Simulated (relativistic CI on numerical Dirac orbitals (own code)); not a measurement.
## Hyperfine structure of Hf¹²⁺, mass number 177

Computed by Dirac-Coulomb-Breit CI, separate exchange-only KLI orbitals for each configuration, model QED, unscaled Slater integrals (own radial code, finite nucleus).

Configuration list (outside the closed core [Kr]): 4d¹⁰4f¹²5s², 4d¹⁰4f¹¹5s²5p, 4d¹⁰4f¹²5s5p, 4d¹⁰4f¹⁴, 4d¹⁰4f¹³5s, 4d¹⁰4f¹¹5s5p², 4d¹⁰4f¹³5p, 4d¹⁰4f¹²5s5d, 4d¹⁰4f¹³5d, 4d¹⁰4f¹¹5s²6s, 4d¹⁰4f¹²5s5g, 4d¹⁰4f¹³6s, 4d⁹4f¹³5s², 4d¹⁰4f¹²5s6s. Double excitations out of closed p, d and f shells are left out; levels of such configurations are missing from the list, as are those of other unlisted configurations, and high levels can miss mixing partners.

Nuclear spin I = 7/2, μ = 0.791 μN, Q = 3.37 b (tables of Stone and Pyykkö). The electronic factors are computed for point nuclear moments, without core polarisation or the Bohr-Weisskopf and QED corrections.

```json
{"Level": "4d¹⁰4f¹²5s² ³H6", "E (cm⁻¹)": "0.0", "A (MHz)": "315", "B (MHz)": "-9540"}
{"Level": "4d¹⁰4f¹¹5s²5p ⁵H7", "E (cm⁻¹)": "329.7", "A (MHz)": "-644.6", "B (MHz)": "7400"}
{"Level": "4d¹⁰4f¹²5s² ³F4", "E (cm⁻¹)": "8648.0", "A (MHz)": "309", "B (MHz)": "594"}
{"Level": "4d¹⁰4f¹²5s² ³H5", "E (cm⁻¹)": "12696.4", "A (MHz)": "390.7", "B (MHz)": "-8610"}
{"Level": "4d¹⁰4f¹²5s² ³H4", "E (cm⁻¹)": "19381.2", "A (MHz)": "399.7", "B (MHz)": "-4290"}
{"Level": "4d¹⁰4f¹²5s² ³F3", "E (cm⁻¹)": "22813.1", "A (MHz)": "355.3", "B (MHz)": "2520"}
{"Level": "4d¹⁰4f¹²5s² ³F2", "E (cm⁻¹)": "23994.5", "A (MHz)": "366.7", "B (MHz)": "3450"}
```

Levels with J = 0, under 50 % of one LS term, or S terms without an open s electron are left out. Small factors come from cancelling terms and can be off by tens of per cent or more.

At this charge transitions that keep the count of f electrons are usually good to a few per cent. Terms inside the open d or f shell come out 10 to 20 % too wide with unscaled integrals. Levels and lines within the n = 5 or 6 shells can be off by up to 10 % or somewhat more, and those that change n by about 2 %, since core polarisation is missing. Levels that differ in their count of f electrons can be misplaced by several ten thousand cm⁻¹, since the correlation energy of f electrons is missing or only estimated; rates across such gaps can be off by orders of magnitude.

Question: Give the hyperfine levels of 4d¹⁰4f¹²5s² ³H6 relative to its centre of gravity.

Answer: With K = F(F + 1) − I(I + 1) − J(J + 1), E = AK/2 + B[¾K(K + 1) − I(I + 1)J(J + 1)]/[2I(2I − 1)J(2J − 1)]: F = 5/2: -11510, F = 7/2: -8785, F = 9/2: -5648, F = 11/2: -2381, F = 13/2: 673.8, F = 15/2: 3114, F = 17/2: 4475, F = 19/2: 4230 MHz.

LS names give the leading component of a level, which can be under half, so a name can repeat, a term be missing and a line seem to break the LS rules.
